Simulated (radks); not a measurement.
Species: neutral copper. Configuration: [Ar] 3d10 4s1. All-electron calculation, non-relativistic Kohn-Sham, BLYP, spin-polarised, spherical densities, point nucleus; open shells are filled with parallel spins first. Program: a radial shooting solver on a logarithmic mesh with Libxc functionals.

Unscreened Slater integrals over Kohn-Sham orbitals (cm^-1). They are taken over the spin-up orbitals.

integral,value
"F0(4s,4s)",67493
"F0(4s,3d)",86838
"G2(4s,3d)",10628
"F0(4s,3p)",89307
"G1(4s,3p)",3844.7
"F0(4s,3s)",89512
"G0(4s,3s)",2760.2
"F0(3d,3d)",201740
"F2(3d,3d)",88645
"F4(3d,3d)",54356
"F0(3d,3p)",228250
"F2(3d,3p)",104070
"G1(3d,3p)",128410
"G3(3d,3p)",77116
"F0(3d,3s)",232170
"G2(3d,3s)",96206
"F0(3p,3p)",263430
"F2(3p,3p)",131110
"F0(3p,3s)",268410
"G1(3p,3s)",177250
"F0(3s,3s)",273850
